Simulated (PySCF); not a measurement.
PySCF job for pyrazole (C₃H₄N₂), SMILES n1ccc[nH]1, SMD-M06-2X/6-31G*. Coordinates come from a B3LYP-D3(BJ)/def2-SVP optimisation.

```python
import numpy as np
from pyscf import gto, scf, dft
from pyscf.solvent import smd

mol = gto.M(
    atom='''
    C    -0.98853521    0.68491212    0.00000000
    C     0.36625711    1.10420437    0.00000000
    N     1.20220449    0.06906229    0.00000000
    N     0.40449522   -1.00766996    0.00000000
    C    -0.91965779   -0.69813565    0.00000000
    H    -1.88453195    1.30042409    0.00000000
    H     0.76048063    2.12009294    0.00000000
    H     0.82003996   -1.93120836    0.00000000
    H    -1.69127125   -1.46493998    0.00000000
    ''',
    basis='6-31G*',
    charge=0,
    spin=0,
    max_memory=1600,
    verbose=3,
)
mf = dft.RKS(mol, xc='m06-2x').density_fit(auxbasis='def2-universal-jkfit')
mf.grids.level = 4
mf.conv_tol = 1e-9
mf.max_cycle = 100
mf.kernel()
res = {}
for name in ['water', 'ethanol', 'chlorobenzene']:
    s = mf.SMD()
    s.with_solvent.solvent, s.with_solvent.sasa_ng = name, 302
    s.kernel(mf.make_rdm1())
    res[name] = (s.e_tot, s.with_solvent.get_cds(), s.dip_moment(), s.mo_energy, s.converged)
    print(f'SMD {name}: dG(solv) = {(s.e_tot - mf.e_tot) * 627.509474:.3f} kcal/mol, of which CDS {res[name][1] * 627.509474:.3f}')
```

It prints:

```
converged SCF energy = -226.098792529093
converged SCF energy = -226.109366585852
Dipole moment(X, Y, Z, Debye): -2.16906, -2.23041, -0.00000
SMD water: dG(solv) = -6.635 kcal/mol, of which CDS 2.171
converged SCF energy = -226.110345470436
Dipole moment(X, Y, Z, Debye): -2.14239, -2.20175, -0.00000
SMD ethanol: dG(solv) = -7.250 kcal/mol, of which CDS 1.147
converged SCF energy = -226.109811326019
Dipole moment(X, Y, Z, Debye): -2.02557, -2.07793, -0.00000
SMD chlorobenzene: dG(solv) = -6.914 kcal/mol, of which CDS -0.325
```

Self-consistency was reached.
